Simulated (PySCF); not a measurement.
Ga(Br)(OH)2 (BrGaH2O2), SMILES [OH][Ga]([Br])[OH]. Atoms are numbered in the order given.

```xyz
6

Ga    -0.0022     0.7532     0.0000
Br    -0.0138    -1.5320     0.0000
O     -1.5510     1.6219     0.0000
H     -1.4356     2.5824     0.0000
O      1.5103     1.6949     0.0000
H      2.3110     1.1536     0.0000
```

Geometry optimised at B3LYP-D3(BJ)/def2-SVP. One conformer was computed; it need not be the lowest.

Computed with HF/pcSseg-1 run with PySCF.

GIAO shieldings, no solvent; atoms listed in one row are averaged. δ = σ(ref) − σ: ¹⁷O against H2O (σ = 333.0 ppm); ¹H against TMS (σ = 31.99 ppm), references at their B3LYP-D3(BJ)/def2-TZVP geometries, non-relativistic (without spin–orbit terms, shifts of atoms bonded to Cl or Br come out too high).

```json
[
 {"nucleus": "¹⁷O", "atoms": "O5", "count": "1", "δ (ppm)": "29.0"},
 {"nucleus": "¹⁷O", "atoms": "O3", "count": "1", "δ (ppm)": "13.7"},
 {"nucleus": "¹H", "atoms": "H6", "count": "1", "δ (ppm)": "2.34"},
 {"nucleus": "¹H", "atoms": "H4", "count": "1", "δ (ppm)": "2.25"}
]
```
